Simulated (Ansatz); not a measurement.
Reaction (substitution at a C–Si bond): `C=C[SiH](C)O[SiH3]` + `C[S][Ge][SH]` → `C[S][Ge][S]C` + `C=C[SiH2]O[SiH3]`

Isolated molecules relaxed with PBE0-D4/def2-TZVP in Ansatz; ΔE leaves out vibrations. CCSD(T)/CBS is the MP2 limit (def2-TZVPP, def2-QZVPP) plus CCSD(T) − MP2 in def2-TZVPP, frozen cores. DFT in def2-TZVPP. For Ge outer-core shells are correlated without core-valence functions, which leaves a few kJ/mol of doubt a bond. Scalar relativity is left out up to krypton. One conformer a species, not always the lowest.

```json
{"level": "ωB97X-V", "ΔE (eV)": "0.62"}
{"level": "ωB97M-V", "ΔE (eV)": "0.65"}
{"level": "B2PLYP", "ΔE (eV)": "0.61"}
{"level": "HF/def2-TZVPP", "ΔE (eV)": "0.63"}
```

(1) What does CCSD(T)/CBS give? (An estimate is asked.)

Largest T1 diagnostic among the species: 0.014.

Results:

(1) Computed: +0.61 eV. The listed levels differ from it by 0.01, 0.04, 0.00, 0.02 eV.
